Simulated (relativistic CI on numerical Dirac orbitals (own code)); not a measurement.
# One change at a time: Lu⁵⁰⁺

Base calculation: Dirac-Coulomb-Breit CI, separate exchange-only KLI orbitals for each configuration, model QED, unscaled Slater integrals.

Configuration list (outside the closed core [Ne]): 3s2 3p6 3d3, 3s2 3p5 3d4, 3s 3p6 3d4, 3s2 3p6 3d2 4s, 3s2 3p6 3d2 4p, 3s2 3p6 3d2 4d, 3s2 3p5 3d3 4s, 3s2 3p6 3d2 4f, 3s2 3p5 3d3 4p, 3s 3p6 3d3 4s, 3p6 3d4 4p, 3p6 3d5, 3p5 3d6, 3p5 3d5 4s, 3p6 3d4 4s, 3p5 3d4 4s2, 3s2 3p6 3d 4s2, 3s2 3p6 4s2 4p, 3s2 3p6 4s2 4d. Double excitations out of closed p, d and f shells are left out; levels of such configurations are missing from the list, as are those of other unlisted configurations, and high levels can miss mixing partners. These lack a partner that the ground configuration has and come out too high: 3s2 3p5 3d3 4p.

Variants: (1) valence Slater integrals scaled by 0.9; (2) configuration mixing switched off; (3) one mean potential for all configurations. Shifts of the energy above 3s2 3p6 3d3 4F_3/2, in cm⁻¹, for the lowest level and the first level of each name with at least 55 % of one term (blank where a level changes its place among those of its configuration and J or its character, or is not in the variant):

| Level | Base | Δ(1) | Δ(2) | Δ(3) |
| --- | --- | --- | --- | --- |
| 3s2 3p6 3d3 4F_3/2 | 0 | 0 | 0 | 0 |
| 3s2 3p6 3d3 4F_5/2 | 421422 | +6429 | -813 | +89 |
| 3s2 3p6 3d3 4P_1/2 | 515848 | -3272 | +1346 | +70 |
| 3s2 3p6 3d3 4F_7/2 | 914166 | +4917 | -1023 | +168 |
| 3s2 3p6 3d3 2P_1/2 | 1015865 | -4022 | +1110 | +149 |
| 3s2 3p6 3d3 2H_11/2 | 1024300 | -6583 | -2764 | +163 |
| 3s2 3p6 3d3 2F_7/2 | 1101902 | -13923 | +1418 | +139 |
| 3s2 3p6 3d3 2D_3/2 | 1259244 | -25789 | +1207 | +123 |

At this charge energies of transitions that change n are usually good to better than 1 %, and those within a shell (Δn = 0) to a few per cent.

Ionisation energy from the two ground configurations alone: base 4532.02 eV. The NIST ASD value (theoretical) is 4532 eV.

LS names give the leading component of a level, which can be under half, so a name can repeat, a term be missing and a line seem to break the LS rules.
